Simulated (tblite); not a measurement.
Compound: C4H13NOSi.
Cartesian coordinates in Å at the GFN2-xTB level; atoms count from 1:
```xyz
20
C4H13NOSi angstrom
C     -1.4564    2.0065    0.6600
N     -0.6885    1.0598   -0.1268
C     -1.0726   -0.3240    0.1218
C     -0.4510   -1.2937   -0.8840
C      1.0398   -1.0768   -1.1505
Si     2.1285   -0.8033    0.3922
O      1.8145    0.6702    0.9825
H     -1.1242    3.0167    0.4260
H     -1.2726    1.8140    1.7175
H     -2.5398    1.9408    0.4833
H     -0.7999    1.2662   -1.1159
H     -2.1701   -0.4463    0.0975
H     -0.7373   -0.5749    1.1330
H     -0.6043   -2.3043   -0.4994
H     -0.9984   -1.2211   -1.8306
H      1.1597   -0.2061   -1.7987
H      1.4008   -1.9301   -1.7239
H      3.5376   -0.8208    0.0048
H      1.8462   -1.8371    1.3949
H      0.9829    1.0751    0.6758
```

Level: GFN2-xTB in tblite, geometry and Hessian alike; calculated harmonic values, unscaled, isolated species. The method is semi-empirical: single wavenumbers can be off by several per cent or more. Modes of hydrogen on silicon can be 10 to 20 % off. One conformer, not necessarily the lowest.

Harmonic wavenumbers (cm⁻¹): 80.2, 109.0, 152.5, 160.5, 197.4, 227.7, 264.9, 271.1, 354.6, 488.0, 538.7, 550.3, 650.2, 681.1, 697.2, 765.7, 807.7, 842.5, 895.0, 917.8, 934.9, 968.0, 1006.1, 1032.7, 1104.5, 1122.9, 1126.3, 1168.2, 1198.9, 1232.3, 1262.0, 1310.0, 1345.7, 1359.9, 1396.8, 1422.6, 1487.3, 1492.4, 1499.5, 1502.9, 1506.3, 2208.0, 2271.3, 2817.7, 2877.2, 2924.0, 2951.5, 2966.7, 2979.9, 3003.7, 3006.2, 3022.5, 3211.2, 3349.9.

A = 2926, B = 1515, C = 1114 MHz; mass 119.077 u (most abundant isotopes); point group C1, symmetry number 1.

Q: What is the zero-point energy?

A: ½Σν̃ = 36861 cm⁻¹ = 440.96 kJ/mol.

Q: Entropy at 298.15 K, 1 bar (ideal gas, RRHO, classical rotation)?

A: Translation 168.47, rotation 119.52, vibration 106.14: S = 394.1 J/(mol K).

Q: And Cp and H(298.15 K) − H(0)?

A: Cp = 157.25 J/(mol K), of which vibrations give 124.00 (their classical limit is 54 R = 449.0); H(298.15 K) − H(0) = 27.78 kJ/mol without the zero-point energy, 17.86 from vibrations.

Q: Which modes carry the vibrational entropy at 298.15 K?

A: 80.2 cm⁻¹: 16.26; 109.0 cm⁻¹: 13.75; 152.5 cm⁻¹: 11.05; 160.5 cm⁻¹: 10.64; 197.4 cm⁻¹: 9.03; 227.7 cm⁻¹: 7.94 J/(mol K); the other 48 give 37.48 together.

Q: How do the functions run with temperature in this model?

A: 
```csv
T (K),S (J/(mol K)),Cp (J/(mol K)),H − H(0) (kJ/mol),G − H(0) (kJ/mol),ln q(vib)
100,276.4,74.4,4.98,-22.66,0.98
200,340.5,114.7,14.46,-53.64,3.22
300,395.1,158.1,28.07,-90.46,5.61
500,495.6,238.9,68.12,-179.70,10.52
800,627.0,319.6,152.91,-348.68,17.84
1000,702.3,355.2,220.57,-481.76,22.47
```

q(vib) and H(0) count from the zero-point level.

Q: What must be added to the electronic energy to get the Gibbs energy at 298.15 K and 1 bar?

A: ZPE + [H(298.15 K) − H(0)] − T·S = 440.96 + 27.78 − 117.51 = 351.23 kJ/mol.

Q: Blend soft modes into free rotors: weight 1/[1 + (100 cm⁻¹/ν̃)⁴] for the oscillator and the rest for a rotor with moment μB/(μ + B), μ = h/(8π²ν), B = 10⁻⁴⁴ kg m². What vibrational entropy results?

A: 102.72 J/(mol K) in place of 106.14, which changes −T·S at 298.15 K by +1.02 kJ/mol.

Hindered rotation and anharmonicity are outside this model. Other conformers, if any are populated, would add a mixing term that is left out. The structure is chiral; the term R ln 2 for an equal mix with its mirror image is left out.
